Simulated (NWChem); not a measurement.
System: GeClF3; SMILES [Ge]([F])([F])([F])[Cl]

Input file for NWChem:

```
start job
memory heap 200 mb stack 900 mb global 1100 mb
geometry units angstroms
  F      0.972038     1.256646     0.895366
  Ge     0.000000     0.000000     0.277289
  F      0.602268    -1.470132     0.895366
  F     -1.574306     0.213486     0.895366
  Cl     0.000000     0.000000    -1.820036
end
basis spherical
  F library 6-31g*
  Ge library 6-31g*
  Cl library 6-31g*
end
dft
  xc b3lyp
  iterations 150
end
driver
  maxiter 120
end
task dft optimize
task dft freq
```

Excerpt of the output:

```
             Northwest Computational Chemistry Package (NWChem) 7.3.0
             --------------------------------------------------------

 C3  symmetry detected

                             Geometry "geometry" -> ""
                             -------------------------

 Output coordinates in angstroms (scale by  1.889725989 to convert to a.u.)

  No.       Tag          Charge          X              Y              Z
 ---- ---------------- ---------- -------------- -------------- --------------
    1 F                    9.0000    -0.29503897     1.56107907     0.86763550
    2 Ge                  32.0000    -0.00000000     0.00000000     0.24955850
    3 F                    9.0000     1.49945361    -0.52502829     0.86763550
    4 F                    9.0000    -1.20441465    -1.03605077     0.86763550
    5 Cl                  17.0000    -0.00000000     0.00000000    -1.84776650

 Effective nuclear repulsion energy (a.u.)     529.3973139890

      Symmetry information
      --------------------

 Group name             C3
 Group number              5
 Group order               3
 No. of unique centers     3

                                Z-matrix (autoz)
                                --------

 Units are Angstrom for bonds and degrees for angles

      Type          Name      I     J     K     L     M      Value
      ----------- --------  ----- ----- ----- ----- ----- ----------
    1 Stretch                  1     2                       1.70471
    2 Stretch                  2     3                       1.70471
    3 Stretch                  2     4                       1.70471
    4 Stretch                  2     5                       2.09733
    5 Bend                     1     2     3               107.62671
    6 Bend                     1     2     4               107.62671
    7 Bend                     1     2     5               111.25813
    8 Bend                     3     2     4               107.62671
    9 Bend                     3     2     5               111.25813
   10 Bend                     4     2     5               111.25813

                           NWChem Geometry Optimization
                           ----------------------------

[...]

      ----------------------
      Optimization converged
      ----------------------

  Step       Energy      Delta E   Gmax     Grms     Xrms     Xmax
  ---- ---------------- -------- -------- -------- -------- --------
@    3   -2836.61259623 -2.2D-07  0.00002  0.00001  0.00036  0.00082
                                     ok       ok       ok       ok

                                Z-matrix (autoz)
                                --------

 Units are Angstrom for bonds and degrees for angles

      Type          Name      I     J     K     L     M      Value     Gradient
      ----------- --------  ----- ----- ----- ----- ----- ---------- ----------
    1 Stretch                  1     2                       1.71439    0.00000
    2 Stretch                  2     3                       1.71439    0.00000
    3 Stretch                  2     4                       1.71439    0.00000
    4 Stretch                  2     5                       2.12201    0.00000
    5 Bend                     1     2     3               107.87651   -0.00002
    6 Bend                     1     2     4               107.87651   -0.00002
    7 Bend                     1     2     5               111.02238    0.00002
    8 Bend                     3     2     4               107.87651   -0.00002
    9 Bend                     3     2     5               111.02238    0.00002
   10 Bend                     4     2     5               111.02238    0.00002

                         Geometry "geometry" -> "geometry"
                         ---------------------------------

 Output coordinates in angstroms (scale by  1.889725989 to convert to a.u.)

[...]

 Rotational Constants
 --------------------
 A=   0.115497 cm-1  (  0.166171 K)
 B=   0.069443 cm-1  (  0.099910 K)
 C=   0.069443 cm-1  (  0.099910 K)

 Temperature                      =   298.15K
 frequency scaling parameter      =   1.0000

 Zero-Point correction to Energy  =    5.417 kcal/mol  (  0.008632 au)
 Thermal correction to Energy     =    9.230 kcal/mol  (  0.014709 au)
 Thermal correction to Enthalpy   =    9.822 kcal/mol  (  0.015653 au)

 Total Entropy                    =   78.234 cal/mol-K
   - Translational                =   41.208 cal/mol-K (mol. weight = 165.8860)
   - Rotational                   =   25.268 cal/mol-K (symmetry #  =        3)
   - Vibrational                  =   11.758 cal/mol-K

 Cv (constant volume heat capacity) =   18.567 cal/mol-K
   - Translational                  =    2.979 cal/mol-K
   - Rotational                     =    2.979 cal/mol-K
   - Vibrational                    =   12.608 cal/mol-K

[normal modes left out]

 ----------------------------------------------------------------------------
 Normal Eigenvalue ||           Projected Infra Red Intensities
  Mode   [cm**-1]  || [atomic units] [(debye/angs)**2] [(KM/mol)] [arbitrary]
 ------ ---------- || -------------- ----------------- ---------- -----------
    1       -0.000 ||    0.000002           0.000         0.002       0.001
    2        0.000 ||    0.000002           0.000         0.002       0.001
    3        0.000 ||    0.000062           0.001         0.060       0.025
    4        0.000 ||    0.000077           0.002         0.075       0.031
    5        0.000 ||    0.000103           0.002         0.100       0.042
    6        0.000 ||    0.000018           0.000         0.017       0.007
    7      166.833 ||    0.001723           0.040         1.679       0.704
    8      166.840 ||    0.001723           0.040         1.679       0.704
    9      239.462 ||    0.022213           0.512        21.654       9.075
   10      239.463 ||    0.022213           0.512        21.655       9.076
   11      258.667 ||    0.043105           0.994        42.021      17.611
   12      449.389 ||    0.060435           1.394        58.915      24.691
   13      723.922 ||    0.061429           1.417        59.884      25.097
   14      773.114 ||    0.077021           1.777        75.084      31.468
   15      773.121 ||    0.077018           1.777        75.081      31.467
 ----------------------------------------------------------------------------
```

Level: B3LYP/6-31G* (spherical d). B3LYP is NWChem's, with the RPA form of VWN correlation.
